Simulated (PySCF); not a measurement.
Radial density of Li⁺ (lithium, charge +1)

UHF, 1s2, closed-shell 1S. Calculation: PySCF 2.14, in dyall-av3z (15s9p3d, 57 functions); the spin-free X2C one-electron Hamiltonian (Gaussian nucleus).

```csv
r (bohr),4πr²ρ (e/bohr)
0.00731,0.008891
0.0123,0.02433
0.0207,0.06530
0.0348,0.1696
0.0585,0.4162
0.0985,0.9300
0.166,1.780
0.279,2.650
0.469,2.639
0.788,1.385
1.33,0.2576
2.23,0.008516
3.75,1.421e-05
```

Densities and radii are taken from the X2C orbitals without a picture-change correction, which distorts them close to the nucleus.
